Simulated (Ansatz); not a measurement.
Mulliken charges of C₂H₅NSe (`C=NC[SeH]`) from r2SCAN/def2-TZVPP in Ansatz (PBE0-D4/def2-TZVP geometry).

```json
{"atom": "C1", "x (Å)": "-0.407", "y (Å)": "1.374", "z (Å)": "-0.467", "charge (e)": "-0.009"}
{"atom": "N2", "x (Å)": "-0.836", "y (Å)": "0.192", "z (Å)": "-0.386", "charge (e)": "-0.235"}
{"atom": "C3", "x (Å)": "0.140", "y (Å)": "-0.851", "z (Å)": "-0.297", "charge (e)": "-0.013"}
{"atom": "Se4", "x (Å)": "0.032", "y (Å)": "-1.790", "z (Å)": "1.417", "charge (e)": "-0.069"}
{"atom": "H5", "x (Å)": "0.662", "y (Å)": "1.628", "z (Å)": "-0.475", "charge (e)": "0.042"}
{"atom": "H6", "x (Å)": "-1.119", "y (Å)": "2.194", "z (Å)": "-0.533", "charge (e)": "0.083"}
{"atom": "H7", "x (Å)": "-0.091", "y (Å)": "-1.629", "z (Å)": "-1.028", "charge (e)": "0.097"}
{"atom": "H8", "x (Å)": "1.172", "y (Å)": "-0.511", "z (Å)": "-0.444", "charge (e)": "0.064"}
{"atom": "H9", "x (Å)": "0.534", "y (Å)": "-0.652", "z (Å)": "2.197", "charge (e)": "0.041"}
```

**Question.** By hand: the dipole of these point charges (1 e Å = 4.8032 D).

**Answer.** Σ q r = (0.219, 0.110, -0.101) e Å, of length 0.265 e Å = 1.27 D.

**Question.** How does the dipole of the full density compare? (Best estimate.)

**Answer.** Ansatz gave: (0.313, 0.318, -0.158) e Å, 2.27 D; the point charges give 0.56 times that, at 18° from its direction.

Point charges leave out the atoms' own dipoles, such as those of lone pairs, and Mulliken's split depends on the basis, so the two needn't agree.
